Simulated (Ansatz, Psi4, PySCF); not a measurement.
boron atom (B), doublet. Base run: B3LYP/6-31G** (PySCF).

Geometry (Å):
```xyz
1

B      0.0000     0.0000     0.0000
```
Charge 0, spin multiplicity 2.
Orbitals are unrestricted.
All else is at PySCF's defaults.

The same geometry, method and basis name were run in Ansatz (a quantum-chemistry and plane-wave program) and Psi4 and PySCF, at each program's defaults and at the settings that a row names. The base is PySCF at its defaults. Differences at the defaults can come from grids, fitting, cores and function types together.

```
code and settings                                                                             ΔE vs base (µEh)  basis functions     E (Eh)  SCF cycles
--------------------------------------------------------------------------------------------  ----------------  ---------------  ---------  ----------
PySCF, defaults (exact integrals, its default grid, spherical functions)                                   0.0               14  -24.65384           6
Psi4, defaults (density fitting with its default set, its default grid, Cartesian functions)              -520               15  -24.65436           7
Ansatz, defaults (factorised integrals, its default grid, Cartesian functions)                            -519               15  -24.65435           -
PySCF, density fitting with def2-universal-jkfit                                                          -1.6               14  -24.65384           6
PySCF, fine grid                                                                                           0.0               14  -24.65384           6
Psi4, exact integrals, spherical functions, fine grid                                                      0.0               14  -24.65384           7
Ansatz, high accuracy, Cartesian functions as the basis file defines them                                 -519               15  -24.65435           -
```

Open shells are given as the SCF converged; they aren't shown to be the lowest states, and a large step between rows can be another state.
